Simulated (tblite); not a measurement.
Compound: C4H4F3O (doublet state).
Z-matrix (Å and degrees, GFN2-xTB geometry), rows numbered from 1:
```
F 
C   1  1.3314
C   2  1.4741  1  118.37
F   3  1.3998  2  109.88  1  -110.57
O   3  1.3896  2  108.60  1   132.14
C   5  1.3638  3  119.70  2  -170.77
C   6  1.3242  5  131.57  3     6.38
F   7  1.3460  6  125.36  5     0.46
H   2  1.0731  1  116.01  3  -171.25
H   3  1.0991  2  110.96  1     6.09
H   6  1.0795  5  109.73  3  -174.01
H   7  1.0776  6  122.56  5  -179.77
```

Level: GFN2-xTB in tblite, geometry and Hessian alike; calculated harmonic values, unscaled, isolated species. Against measured fundamentals such values can be off by several per cent, at times by over 20. One conformer, not necessarily the lowest. Open shells enter through the occupations alone, without spin polarisation, and single modes of such species can be off by tens of per cent.

Harmonic wavenumbers (cm⁻¹): 38.4, 54.4, 99.0, 123.1, 190.6, 261.2, 349.2, 391.6, 442.4, 459.1, 563.6, 758.6, 775.7, 831.6, 846.6, 965.4, 1026.3, 1090.3, 1102.7, 1141.5, 1230.7, 1236.8, 1246.4, 1285.1, 1365.6, 1734.4, 2915.1, 3095.3, 3112.5, 3151.7.

A = 3793, B = 1145, C = 1076 MHz; mass 125.021 u (most abundant isotopes); point group C1, symmetry number 1; spin multiplicity 2.

Zero-point energy?

½Σν̃ = 15942 cm⁻¹ = 190.72 kJ/mol.

What is S at 298.15 K and 1 bar for an ideal gas of classical rigid rotors and harmonic oscillators?

Translation 169.07, rotation 119.75, vibration 108.86, spin (R ln 2) 5.76: S = 403.5 J/(mol K).

And Cp and H(298.15 K) − H(0)?

Cp = 130.94 J/(mol K), of which vibrations give 97.68 (their classical limit is 30 R = 249.4); H(298.15 K) − H(0) = 25.86 kJ/mol without the zero-point energy, 15.94 from vibrations.

What must be added to the electronic energy to get the Gibbs energy at 298.15 K and 1 bar?

ZPE + [H(298.15 K) − H(0)] − T·S = 190.72 + 25.86 − 120.29 = 96.29 kJ/mol.

Blend soft modes into free rotors: weight 1/[1 + (100 cm⁻¹/ν̃)⁴] for the oscillator and the rest for a rotor with moment μB/(μ + B), μ = h/(8π²ν), B = 10⁻⁴⁴ kg m². What vibrational entropy results?

96.24 J/(mol K) in place of 108.86, which changes −T·S at 298.15 K by +3.76 kJ/mol.

Which modes carry the vibrational entropy at 298.15 K?

38.4 cm⁻¹: 22.34; 54.4 cm⁻¹: 19.46; 99.0 cm⁻¹: 14.53; 123.1 cm⁻¹: 12.77; 190.6 cm⁻¹: 9.30; 261.2 cm⁻¹: 6.92 J/(mol K); the other 24 give 23.54 together.

Hindered rotation and anharmonicity are outside this model. Other conformers, if any are populated, would add a mixing term that is left out. The structure is chiral; the term R ln 2 for an equal mix with its mirror image is left out.
